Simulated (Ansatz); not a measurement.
Cost and result for the atomization energy of BrGaHS, SMILES `[SH][Ga][Br]` radical (4 atoms, 3 bonds).

The species carries charge 0 and has multiplicity 2. Correlated methods include outer-core shells of Br, Ga, which these sets cover unevenly. Scalar relativity is left out up to krypton. Geometry: relaxed with PBE0-D4/def2-TZVP. It is one conformer, not always the lowest. Program: Ansatz. All runs use 4 threads of an Arm Neoverse V1 on a shared host. Times are those of one run each, without the atoms' runs, and a repeat can differ threefold. Electronic energies, without spin–orbit coupling; frozen cores. CCSD(T)/CBS adds CCSD(T) − MP2 in def2-TZVPP to the MP2 limit, and its time is that of the two runs behind it. T1 = 0.013; ⟨S²⟩ of the reference is 0.76. With those shells the extrapolation isn't a true limit. B3LYP takes the VWN-RPA correlation (the form of Gaussian; ORCA's B3LYP/G).

CCSD(T)/CBS is a level of theory with its own doubt, some kJ/mol a heavy atom from the limit and from the frozen cores, so smaller differences don't rank the functionals.

| level | functions | wall time | atomization (kcal/mol) | difference from CCSD(T)/CBS | per bond |
| --- | --- | --- | --- | --- | --- |
| revPBE-D4/def2-TZVPP | 152 | 1.9 s | 222.1 | -1.8 | -0.6 |
| PBE0-D4/def2-TZVPP | 152 | 3.8 s | 225.8 | 1.9 | 0.6 |
| PBE-QIDH/def2-TZVPP | 152 | 3.9 s | 225.8 | 1.9 | 0.6 |
| B3LYP-D4/def2-TZVPP (with forces) | 152 | 4.1 s | 219.4 | -4.5 | -1.5 |
| CAM-B3LYP-D4/def2-TZVPP | 152 | 4.3 s | 218.6 | -5.3 | -1.8 |
| r2SCAN-D4/def2-TZVPP (with forces) | 152 | 5.5 s | 231.2 | 7.3 | 2.4 |
| CCSD(T)/def2-SVP | 87 | 7.5 s | 204.2 | -19.7 | -6.6 |
| B97M-V/def2-TZVPP | 152 | 9 s | 227.1 | 3.2 | 1.0 |
| ωB97X-V/def2-TZVPP | 152 | 11 s | 224.9 | 1.0 | 0.3 |
| MP2/def2-QZVPP | 278 | 13 s | 228.5 | 4.6 | 1.5 |
| ωB97M-V/def2-TZVPP (with forces) | 152 | 16 s | 222.9 | -1.0 | -0.3 |
| CCSD(T)/def2-TZVPP | 152 | 100 s | 218.1 | -5.8 | -1.9 |
| CCSD(T)/CBS(def2) | – | 110 s | 223.9 | 0.0 | 0.0 |

In def2-TZVPP, CCSD(T) changes the Hartree–Fock value by +59.8 kcal/mol (the triples alone add +5.9 kcal/mol) and MP2 by +67.0 kcal/mol; breaking electron pairs costs correlation energy, which Hartree–Fock lacks. From BLYP to BHLYP (50 % exact exchange), in def2-TZVPP and without D4, the atomization energy moves by −3.3 kcal/mol: exact exchange takes away binding that semilocal exchange gives to molecules. At CCSD(T), def2-SVP lies −19.7 kcal/mol from the extrapolated value and def2-TZVPP −5.8 kcal/mol: correlation converges slowly with the basis, and small sets miss more of it in the bonded molecule than in its fragments.
